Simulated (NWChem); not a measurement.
Program: NWChem. System: BeCl2, charge 0, spin multiplicity 1, at a geometry optimised with PBE/def2-SVP. The structure started from a generated list of species. Level: B3LYP/def2-TZVP, VWN1-RPA local correlation.

Input file:

```
start mol
memory heap 200 mb stack 900 mb global 1100 mb
geometry units angstroms nocenter noautoz
  Be     0.000000     0.000000     0.000000
  Cl     0.000000     0.000000     1.814446
  Cl     0.000000     0.000000    -1.814446
  symmetry group D2h
end
basis spherical
  * library def2-tzvp
end
dft
  xc b3lyp
  semidirect memsize 60000000 filesize 0
  iterations 100
end
task dft energy
```

Output (cleaned and shortened):

```
             Northwest Computational Chemistry Package (NWChem) 7.3.0
             --------------------------------------------------------

                                NWChem Input Module
                                -------------------

 Scaling coordinates for geometry "geometry" by  1.889725989
 (inverse scale =  0.529177249)

 Turning off AUTOSYM since
 SYMMETRY directive was detected!

                             Geometry "geometry" -> ""
                             -------------------------

 Output coordinates in angstroms (scale by  1.889725989 to convert to a.u.)

  No.       Tag          Charge          X              Y              Z
 ---- ---------------- ---------- -------------- -------------- --------------
    1 Be                   4.0000     0.00000000     0.00000000     0.00000000
    2 Cl                  17.0000     0.00000000     0.00000000     1.81444600
    3 Cl                  17.0000     0.00000000     0.00000000    -1.81444600

 Effective nuclear repulsion energy (a.u.)      81.8069087448

            Nuclear Dipole moment (a.u.)
            ----------------------------
        X                 Y               Z
 ---------------- ---------------- ----------------
     0.0000000000     0.0000000000     0.0000000000

      Symmetry information
      --------------------

 Group name             D2h
 Group number             26
 Group order               8
 No. of unique centers     2

      Symmetry unique atoms

     1    2


 Summary of "ao basis" -> "" (spherical)
 ------------------------------------------------------------------------------
       Tag                 Description            Shells   Functions and Types
 ---------------- ------------------------------  ------  ---------------------
 *                         def2-tzvp                  on all atoms

                                 NWChem DFT Module
                                 -----------------

 Summary of "ao basis" -> "ao basis" (spherical)
 ------------------------------------------------------------------------------
       Tag                 Description            Shells   Functions and Types
 ---------------- ------------------------------  ------  ---------------------
 Be                        def2-tzvp                 9       19   5s3p1d
 Cl                        def2-tzvp                13       37   5s5p2d1f

 Summary of "ao basis" -> "ao basis" (spherical)
 ------------------------------------------------------------------------------
       Tag                 Description            Shells   Functions and Types
 ---------------- ------------------------------  ------  ---------------------
 Be                        def2-tzvp                 9       19   5s3p1d
 Cl                        def2-tzvp                13       37   5s5p2d1f

      Symmetry analysis of basis
      --------------------------

        ag         23
        au          3
        b1g         4
        b1u        19
        b2g        10
        b2u        12
        b3g        10
        b3u        12

            General Information
            -------------------
          SCF calculation type: DFT
          Wavefunction type:  closed shell.
          No. of atoms     :     3
          No. of electrons :    38
           Alpha electrons :    19
            Beta electrons :    19
          Charge           :     0
          Spin multiplicity:     1
          Use of symmetry is: on ; symmetry adaption is: on
          Maximum number of iterations: 100
[...]
 !! scf_movecs_sym_adapt:   44 vectors were symmetry contaminated

 d= 0,ls=0.0,diis     7   -935.3554526980 -1.12D-07  1.14D-06  6.01D-09     2.5

         Total DFT energy =     -935.355452698003
      One electron energy =    -1453.761721593381
           Coulomb energy =      496.090771870947
    Exchange-Corr. energy =      -59.491411720396
 Nuclear repulsion energy =       81.806908744826

 Numeric. integr. density =       37.999999958627

     Total iterative time =      1.8s

                  Occupations of the irreducible representations
                  ----------------------------------------------

                     irrep           alpha         beta
                     --------     --------     --------
                     ag                6.0          6.0
                     au                0.0          0.0
                     b1g               0.0          0.0
                     b1u               5.0          5.0
                     b2g               2.0          2.0
                     b2u               2.0          2.0
                     b3g               2.0          2.0
                     b3u               2.0          2.0

                       DFT Final Molecular Orbital Analysis
                       ------------------------------------

 Vector   17  Occ=2.000000D+00  E=-3.589538D-01  Symmetry=b2u
              MO Center=  3.1D-28,  1.5D-16, -2.6D-16, r^2= 4.0D+00
   Bfn.  Coefficient  Atom+Function         Bfn.  Coefficient  Atom+Function
  ----- ------------  ---------------      ----- ------------  ---------------
    35      0.358900  2 Cl py                72      0.358900  3 Cl py
    38      0.221012  2 Cl py                75      0.221012  3 Cl py
     7     -0.169365  1 Be py                32      0.169744  2 Cl py
    69      0.169744  3 Cl py                26     -0.139851  2 Cl py
    63     -0.139851  3 Cl py                29     -0.063790  2 Cl py

 Vector   18  Occ=2.000000D+00  E=-3.390680D-01  Symmetry=b2g
              MO Center= -2.9D-13,  9.5D-26,  2.6D-16, r^2= 4.3D+00
   Bfn.  Coefficient  Atom+Function         Bfn.  Coefficient  Atom+Function
  ----- ------------  ---------------      ----- ------------  ---------------
    34      0.376023  2 Cl px                71     -0.376023  3 Cl px
    37      0.244576  2 Cl px                74     -0.244576  3 Cl px
    31      0.184540  2 Cl px                68     -0.184540  3 Cl px
    25     -0.148954  2 Cl px                62      0.148954  3 Cl px
    28     -0.068601  2 Cl px                65      0.068601  3 Cl px

 Vector   19  Occ=2.000000D+00  E=-3.390680D-01  Symmetry=b3g
              MO Center=  9.5D-26, -2.9D-13,  9.8D-17, r^2= 4.3D+00
   Bfn.  Coefficient  Atom+Function         Bfn.  Coefficient  Atom+Function
  ----- ------------  ---------------      ----- ------------  ---------------
    35      0.376023  2 Cl py                72     -0.376023  3 Cl py
    38      0.244576  2 Cl py                75     -0.244576  3 Cl py
    32      0.184540  2 Cl py                69     -0.184540  3 Cl py
    26     -0.148954  2 Cl py                63      0.148954  3 Cl py
    29     -0.068601  2 Cl py                66      0.068601  3 Cl py

 Vector   20  Occ=0.000000D+00  E=-2.896688D-02  Symmetry=ag
              MO Center= -1.2D-16, -2.2D-18, -4.6D-15, r^2= 7.6D+00
   Bfn.  Coefficient  Atom+Function         Bfn.  Coefficient  Atom+Function
  ----- ------------  ---------------      ----- ------------  ---------------
     5      1.299464  1 Be s                  4     -0.431272  1 Be s
     3      0.251165  1 Be s                 23     -0.198376  2 Cl s
    60     -0.198376  3 Cl s                 17     -0.170567  1 Be d  0
    24     -0.146010  2 Cl s                 61     -0.146010  3 Cl s
    22      0.118515  2 Cl s                 59      0.118515  3 Cl s

 Vector   21  Occ=0.000000D+00  E=-1.354171D-02  Symmetry=b3u
              MO Center=  1.3D-16, -2.1D-29, -6.2D-17, r^2= 3.6D+00
   Bfn.  Coefficient  Atom+Function         Bfn.  Coefficient  Atom+Function
  ----- ------------  ---------------      ----- ------------  ---------------
    12     -0.641411  1 Be px                 6      0.592762  1 Be px
    37      0.295279  2 Cl px                74      0.295279  3 Cl px
    34      0.161856  2 Cl px                71      0.161856  3 Cl px
    31      0.101317  2 Cl px                68      0.101317  3 Cl px
    48     -0.076217  2 Cl d  1              85      0.076217  3 Cl d  1

 Vector   22  Occ=0.000000D+00  E=-1.354171D-02  Symmetry=b2u
              MO Center= -2.1D-29,  8.5D-17, -9.5D-17, r^2= 3.6D+00
   Bfn.  Coefficient  Atom+Function         Bfn.  Coefficient  Atom+Function
  ----- ------------  ---------------      ----- ------------  ---------------
    13     -0.641411  1 Be py                 7      0.592762  1 Be py
    38      0.295279  2 Cl py                75      0.295279  3 Cl py
    35      0.161856  2 Cl py                72      0.161856  3 Cl py
    32      0.101317  2 Cl py                69      0.101317  3 Cl py
    46      0.076217  2 Cl d -1              83     -0.076217  3 Cl d -1

 center of mass
 --------------
 x =   0.00000000 y =   0.00000000 z =   0.00000000

 moments of inertia (a.u.)
 ------------------
         822.237183335282           0.000000000000           0.000000000000
           0.000000000000         822.237183335282           0.000000000000
           0.000000000000           0.000000000000           0.000000000000

     Multipole analysis of the density
     ---------------------------------

     L   x y z        total         alpha         beta         nuclear
     -   - - -        -----         -----         ----         -------
     0   0 0 0     -0.000000    -19.000000    -19.000000     38.000000

     1   1 0 0      0.000000      0.000000      0.000000      0.000000
     1   0 1 0      0.000000      0.000000      0.000000      0.000000
     1   0 0 1     -0.000000     -0.000000     -0.000000      0.000000

     2   2 0 0    -22.151252    -11.075626    -11.075626      0.000000
     2   1 1 0     -0.000000     -0.000000     -0.000000      0.000000
     2   1 0 1      0.000000      0.000000      0.000000      0.000000
     2   0 2 0    -22.151252    -11.075626    -11.075626      0.000000
     2   0 1 1      0.000000      0.000000      0.000000      0.000000
     2   0 0 2    -25.317288   -212.522696   -212.522696    399.728104

 Task  times  cpu:        2.5s     wall:        2.5s

 Total times  cpu:        2.6s     wall:        2.6s
```
